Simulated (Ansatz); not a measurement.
The pair A = SO2 (SMILES O=S=O) (first 3 atoms), B = H2 (SMILES [H][H]); geometry from B3LYP-D3(BJ)/def2-TZVP.
(charge 0, multiplicity 1):
```xyz
5

O      1.098     0.967     0.728
S      0.470     0.357    -0.414
O     -0.918    -0.009    -0.330
H     -0.472    -0.717     3.416
H     -0.276    -0.257     2.864
```

Cores are frozen in the correlated methods. MP2 and its Hartree–Fock in aug-cc-pV(Q+d)Z are density fitted.

The values were computed with Ansatz (Gaussian basis) for Hartree–Fock, density functionals and correlated methods. Values without a source in brackets are computed.

The counterpoise-corrected interaction energy is E(AB) − E(A in the pair's basis) − E(B in the pair's basis). Total energies (hartree):

| level | AB | A in the pair's basis | B in the pair's basis |
|---|---|---|---|
| HF/aug-cc-pV(T+d)Z | -548.4385184 | -547.3059371 | -1.1329950 |
| MP2/aug-cc-pV(T+d)Z | -549.1451524 | -547.9796770 | -1.1650142 |
| HF/aug-cc-pV(Q+d)Z | -548.4534187 | -547.3203975 | -1.1334424 |
| MP2/aug-cc-pV(Q+d)Z | -549.2063775 | -548.0391822 | -1.1667009 |
| CCSD(T)/aug-cc-pV(T+d)Z | -549.1796450 | -548.0064794 | -1.1726544 |

Work out the counterpoise-corrected interaction energy at the basis-set limit: extrapolate the MP2 correlation part as X⁻³, take Hartree–Fock from the larger set, and add the CCSD(T) − MP2 difference of aug-cc-pV(T+d)Z.


1. Differences (1 hartree = 627.509 kcal/mol): HF/aug-cc-pV(T+d)Z 0.260; MP2/aug-cc-pV(T+d)Z -0.289; HF/aug-cc-pV(Q+d)Z 0.264; MP2/aug-cc-pV(Q+d)Z -0.310; CCSD(T)/aug-cc-pV(T+d)Z -0.321.
2. Correlation parts, MP2 less HF: -0.549 in aug-cc-pV(T+d)Z (X = 3), -0.575 in aug-cc-pV(Q+d)Z (X = 4).
3. Limit (4³·(-0.575) − 3³·(-0.549))/(4³ − 3³) = -0.593; with HF/aug-cc-pV(Q+d)Z it gives -0.329.
4. CCSD(T) less MP2 in aug-cc-pV(T+d)Z: -0.031.
Result: -0.36 kcal/mol, against -0.29 at MP2/aug-cc-pV(T+d)Z. It is an estimate of this method's limit, not of the exact value.

Ansatz is a program for electronic structure.
